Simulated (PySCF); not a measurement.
SMILES [OH+]=C=S (CHOS (cation, charge +1)) (B3LYP/def2-SVP optimised geometry):

```
4

O     -1.077     0.399     0.000
C      0.150     0.290     0.000
S      1.659     0.290     0.000
H     -1.659    -0.399     0.000
```

Computed with B3LYP/def2-TZVP in PySCF.

Task: What are the frontier orbital energies?

Result: HOMO-2 -19.97 eV, HOMO-1 -16.14 eV, HOMO -15.68 eV, LUMO -9.12 eV, LUMO+1 -8.44 eV.

Meta-Löwdin charges at B3LYP/def2-TZVP: O1 -0.23, C2 0.26, S3 0.52, H4 0.45.
